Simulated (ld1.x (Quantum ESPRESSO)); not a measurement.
## Before and after: RRKJ potential for Co (Z = 27)

Co, norm-conserving RRKJ (Kleinman–Bylander form), made with ld1.x (Quantum ESPRESSO) 7.5 (PBEsol, scalar-relativistic). Core [Ar], reference 3d7 4s2 4p0. Waves: 4s (bound): rc 2.50 bohr; 4p (bound, empty): rc 3.25 bohr; 3d (bound): rc 1.15 bohr. Local part: the d channel. Core correction: none. rho0 = 0.01.

Change: wave 3d (bound): rc 1.15 bohr becomes 3d (bound): rc 0.86 bohr.

Cutoffs: the cutoffs (Ry, on a coarse ladder) from which the occupation-weighted sum of valence levels, in a spherical-Bessel basis at the reference potential, stays within 10 and 1 mRy of its value at 400 Ry; they do not see the model core or the augmentation charge, which bear on the density cutoff. Errors are all-electron minus pseudo energies relative to the spin-unpolarised reference configuration.

Problem. Predict the effect on cutoff, ghosts and configuration errors.

Solution. The potential gets harder (180 Ry and 260 Ry → 260 Ry and 300 Ry); both files keep a bound ghost (p, s); of the 6 tests that both files solve, the error grows in 2 and shrinks in 3 by more than 15 % and 0.3 meV (median size 5.9 → 3.7 meV). A smaller radius makes the pseudo-wave follow the all-electron one further in, where it bends more sharply, so more plane waves are needed.

| quantity | base | changed |
| --- | --- | --- |
| cutoff, loose | 180 Ry | 260 Ry |
| cutoff, tight | 260 Ry | 300 Ry |
| loose cutoff by channel (10 mRy a level) | s 15 Ry, d 140 Ry | s 15 Ry, d 230 Ry |
| bound ghosts | s, p | s, p |
| tests counted (converged, no solver errors) | 6 of 7 | 6 of 7 |
| error for 3d7 4s1 4p0, meV [ΔE 9.05 eV] | -2.3 | -0.9 |
| error for 3d7 4s0 4p0, meV [ΔE 25.74 eV] | +9.5 | +6.1 |
| error for 3d6 4s0 4p0, meV [ΔE 61.58 eV] | +27 | +45 |
| error for 3d7 4s1.5 4p0, meV [ΔE 3.61 eV] | -0.7 | -0.4 |
| error for 3d7 4s0 4p1, meV [ΔE 14.44 eV] | -0.9 | -1.4 |
| error for 3d7.5 4s1.5 4p0, meV [ΔE -0.96 eV] | -24 | -19 |
| s: phases at 3.57 bohr within 0.05 rad from the reference energy up to (Ry; the scan ends near 5) | 0.9 | 0.5 |
| p: phases at 3.57 bohr within 0.05 rad from the reference energy up to (Ry; the scan ends near 5) | 1.8 | 1.7 |
| d: phases at 3.57 bohr within 0.05 rad from the reference energy up to (Ry; the scan ends near 5) | 3.3 | 3.5 |

Base: Tests not counted: 3d6 4s2 4p1 (an occupied level unbound or not found, printed error -3.0 eV). ld1.x printed “convergence not achieved” for 3 of the counted tests; their residual had stalled under 1e-8, short of the target of 1e-14. Changed file: Tests not counted: 3d6 4s2 4p1 (solver errors, printed error -629 eV). These tests converged, but a pseudo level misses the all-electron one widely, so the file describes the atom poorly there or has found another state: 3d6 4s0 4p0: empty 4s by 7.6 eV (a node warning on the way). ld1.x printed “convergence not achieved” for 3 of the counted tests; their residual had stalled under 1e-8, short of the target of 1e-14. A true bound ghost makes a file unfit for plane-wave use even where its test errors are small: the radial tests pick states by their node count and pass the ghost by. Where a test does run into it, the solver fails or the error is huge.
